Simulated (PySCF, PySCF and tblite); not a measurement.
A run on one conformer of C4H7ClSSi, numbered as in [CH3:1][Si:2]([CH3:3])([Cl:4])[CH:5]=[C:6]=[S:7], from an ensemble study. The sound level was PBE0/pcSseg-1 on GFN2-xTB geometries.

Input:

```
{"job": {"xc": "PBE0", "basis": "3-21G", "kind": "nmr", "pop": false}, "charge": 0, "multiplicity": 1}
C     -0.300072     1.664976    -0.706540
Si    -0.401208     0.186439     0.486852
C     -1.231687    -1.317213    -0.331692
Cl    -1.435812     0.719746     2.157938
C      1.337583    -0.280256     1.098799
C      2.261221    -0.668461     0.285517
S      3.283098    -1.121060    -0.800733
H     -1.285744     1.972534    -1.044442
H      0.168131     2.524412    -0.234843
H      0.287253     1.411649    -1.583732
H     -2.239825    -1.084554    -0.663046
H     -1.297535    -2.157018     0.354393
H     -0.665457    -1.645121    -1.197958
H      1.519375    -0.206546     2.157320
```

Command: OMP_NUM_THREADS=1 python ens_run.py task.json out

Output:

```
coarse grid: 13560 points
cycle   1  E = -1297.2508232020  dE = -1.207e-02  |g| = 4.900e-01  |ddm| = 3.853e+00
cycle   2  E = -1297.2197044660  dE =  3.112e-02  |g| = 6.104e-01  |ddm| = 1.231e+00
cycle   3  E = -1297.3122330169  dE = -9.253e-02  |g| = 1.425e-01  |ddm| = 7.107e-01
cycle   4  E = -1297.3177681875  dE = -5.535e-03  |g| = 2.945e-02  |ddm| = 1.908e-01
cycle   5  E = -1297.3179381872  dE = -1.700e-04  |g| = 1.802e-02  |ddm| = 5.736e-02
cycle   6  E = -1297.3180447567  dE = -1.066e-04  |g| = 2.314e-03  |ddm| = 2.345e-02
cycle   7  E = -1297.3180462095  dE = -1.453e-06  |g| = 5.956e-04  |ddm| = 3.541e-03
final grid: 117856 points
cycle   8  E = -1297.3765196366  dE = -7.596e-06  |g| = 9.124e-03  |ddm| = 1.961e-02
cycle   9  E = -1297.3764607745  dE =  5.886e-05  |g| = 1.641e-02  |ddm| = 2.970e-02
cycle  10  E = -1297.3765422508  dE = -8.148e-05  |g| = 2.373e-03  |ddm| = 2.177e-02
cycle  11  E = -1297.3765439192  dE = -1.668e-06  |g| = 1.092e-04  |ddm| = 2.795e-03
cycle  12  E = -1297.3765439216  dE = -2.379e-09  |g| = 7.571e-05  |ddm| = 2.396e-04
cycle  13  E = -1297.3765439229  dE = -1.270e-09  |g| = 2.839e-05  |ddm| = 1.029e-04
cycle  14  E = -1297.3765439231  dE = -2.537e-10  |g| = 5.029e-06  |ddm| = 3.679e-05
converged SCF energy = -1297.3765439231

GIAO shielding tensors (ppm)
atom      isotropic    diamagn.    paramagn.     s11        s22        s33       span
  0 C      204.415     255.401     -50.986    197.544    202.097    213.605     16.061
  1 Si     429.075     875.421    -446.346    398.596    431.986    456.642     58.045
  2 C      204.403     255.390     -50.986    197.501    202.101    213.607     16.106
  3 Cl     996.272    1141.919    -145.647    965.795    991.754   1031.266     65.471
  4 C      164.471     263.115     -98.644     86.980    160.668    245.766    158.786
  5 C        4.744     278.998    -274.254   -112.672    -11.595    138.501    251.173
  6 S      451.391    1056.109    -604.718    301.868    346.515    705.789    403.921
  7 H       32.806      31.162       1.645     28.106     30.161     40.153     12.047
  8 H       32.625      31.079       1.546     28.504     29.713     39.659     11.154
  9 H       32.740      32.072       0.668     27.795     30.770     39.655     11.860
 10 H       32.807      31.163       1.644     28.104     30.161     40.154     12.050
 11 H       32.626      31.077       1.549     28.505     29.712     39.661     11.155
 12 H       32.741      32.070       0.670     27.794     30.770     39.658     11.865
 13 H       29.873      30.160      -0.288     24.362     30.409     34.848     10.485
```

Problem. What is wrong with this calculation?

Solution. The setting at fault: minimal or split-valence basis without polarisation functions. The calculation finished and met its thresholds.
